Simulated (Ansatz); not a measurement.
Several settings on one geometry of Si₁₁AsH₂₂ (that of the charge 0 doublet, r2SCAN-D4/def2-SVP). Ansatz on 2 threads of AMD EPYC 7R13 on a shared host and a share (18 GiB) of an NVIDIA H100 80GB HBM3; times are rough.

```
atom   x (Å)   y (Å)   z (Å)
 Si1  -1.885   0.705  -2.819
 Si2  -1.902   0.496   1.623
 Si3   0.333  -2.246  -3.820
 Si4   1.080  -1.890   2.209
 As5   1.379   0.717  -0.501
 Si6   0.263   0.815   4.760
 Si7  -1.065  -0.545  -4.633
 Si8  -0.170  -0.720   0.599
 Si9  -0.211   1.975  -1.756
Si10  -0.981   2.013   3.165
Si11   2.015  -1.148  -2.627
Si12   2.019  -0.339   3.706
 H13  -2.547  -0.211  -1.836
 H14  -2.918   1.684  -3.296
 H15  -2.799  -0.452   2.362
 H16  -2.723   1.216   0.598
 H17  -0.457  -3.101  -2.876
 H18   0.814  -3.118  -4.944
 H19   0.186  -2.819   2.973
 H20   2.140  -2.699   1.525
 H21   1.426   1.730   0.689
 H22  -0.641  -0.191   5.405
 H23   0.783   1.731   5.824
 H24  -2.215  -1.092  -5.424
 H25  -0.274   0.367  -5.522
 H26  -0.695  -1.667  -0.438
 H27  -0.843   2.973  -0.835
 H28   0.555   2.729  -2.798
 H29  -2.078   2.783   3.835
 H30  -0.091   2.986   2.457
 H31   2.941  -2.050  -1.872
 H32   2.811  -0.234  -3.506
 H33   2.871  -1.040   4.719
 H34   2.880   0.628   2.953
```

Totals from different functionals, basis sets or treatments of relativity can't be compared as stabilities.

The 6-31G sets use Cartesian d functions. B3LYP takes the VWN-RPA correlation.

The spins typed aren't always the lowest for that charge.

Q: Give the basis size and estimate the energy, ⟨S²⟩ and time of these runs.

```json
{"run": "1", "method": "UKS r2SCAN50/6-31G", "charge": "0", "state": "doublet", "further keys": "scf: {omitted_lower_state_checks: [starts]}"}
{"run": "2", "method": "UKS ωB97X/def2-SVP", "charge": "0", "state": "quartet", "further keys": "final_grid: {core_spheres: 20, valence_spheres: 16, degree: 47}"}
{"run": "3", "method": "UKS B3LYP-D4/def2-SVPD", "charge": "0", "state": "doublet", "further keys": "fitting: {mean_field: def2-universal-jkfit}; forces asked"}
```

A: 
| run | functions | energy (Eh) | ⟨S²⟩ | wall time |
| --- | --- | --- | --- | --- |
| 1 | 216 | -5432.2934 | 0.77 | 6.5 s |
| 2 | 340 | -5432.0412 | 3.76 | 17 s |
| 3 | 478 | -5432.6174 | 0.76 | 9 s |
